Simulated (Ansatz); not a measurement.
Input file for Ansatz (a first-principles code): R-PBE/def2-TZVPP on BeClH (SMILES [BeH][Cl]), atoms moved off the minimum.

Ansatz 0.2 input:
```yaml
crystal:
  periodic: [false, false, false]
  atoms:
    - {symbol: Be, position_ang: [0.04733853, -0.01626699, -1.31652082]}
    - {symbol: H, position_ang: [-0.09818381, -0.04575194, -2.69332172]}
    - {symbol: Cl, position_ang: [-0.10041706, -0.03549894, 0.48805864]}
basis:
  gaussian:
    orbitals: def2-TZVPP
hamiltonian:
  xc: {name: PBE}
scf: {lower_state_search: off}
output: {forces: true}
```

The head of its log:

```
WARN ansatz: RAYON_NUM_THREADS=1 ignored (pool sized by the plan → 1); use --threads N
Functional definition: PBE
these checks for a lower state are left out or cut short: stability, starts, cluster_reference, orbital_swaps, neighbouring_geometries, increment
integrals: 0.01 GiB planned
494 factors; their error is unknown
mean field: 0.12 GiB planned
mean field evaluation 1: about -12935.0305 eV, gradient 1.7e1 eV
mean field evaluation 2: about -12935.1508 eV, gradient 1.8e1 eV
```

Problem. Predict the final total energy.

Solution. -475.3856 hartree.
